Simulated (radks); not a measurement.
Numerical settings for the helium ion He+, 1s1. Method: scalar-relativistic Kohn-Sham, LDA (Slater exchange, Perdew-Wang correlation), spin-unpolarised, spherical densities, point nucleus; without spin polarisation the odd electron is poorly described; computed with a radial shooting solver on a logarithmic mesh with Libxc functionals. The defaults (mesh step 0.008 in ln r, mesh end at 40 bohr or more with all orbitals vanishing there, Anderson mixing 0.5 over 9 steps, residual threshold near 1e-9 with the energy settled to 1e-9 hartree or 1e-11 of itself, here a cap of 96 iterations) give E = -1.8612 hartree and 1s at -38.389 eV in 13 iterations. Run on one thread of a shared host, so times are rough (Intel(R) Xeon(R) Platinum 8559C): 0.02 s of CPU time, 0.02 s wall, 13 iterations on 2476 mesh points. Changes against that run (0 stands for a change within the tolerance of the run):

| setting | iterations | converged | E (mhartree) | e(1s) (meV) | CPU (s) |
|---|---|---|---|---|---|
| mesh step in ln r 0.003 | 13 | yes | 0 | 0 | 0.05 |
| mesh step in ln r 0.12 | 96 | no | -6.14e+03 | - | 0.04 |
| mesh step in ln r 0.08 | 13 | yes | 0 | 0 | 0.01 |
| mesh end (bohr) 3 | 13 | yes | +5.16 | +331 | 0.02 |
| mesh end (bohr) 2 | 12 | yes | +86.9 | +3.89e+03 | 0.02 |
| residual threshold 0.001 | 7 | yes | 0 | +0.0281 | 0.01 |
| residual threshold 0.1 | 7 | yes | 0 | +0.0281 | 0.01 |
| mixing 0.05 | 14 | yes | 0 | 0 | 0.02 |
| linear mixing, mixing 0.5 | 30 | yes | 0 | 0 | 0.03 |
| linear mixing, mixing 0.2 | 87 | yes | 0 | 0 | 0.1 |
| mixing history 20 | 17 | yes | 0 | 0 | 0.03 |
| iteration cap 3 | 3 | no | +0.00268 | +6.71 | 0 |

Settings that end as converged yet miss the energy by more than 1 mhartree: mesh end (bohr) 3 (+0.00516 hartree); mesh end (bohr) 2 (+0.0869 hartree). A mesh that ends early acts as a hard wall.
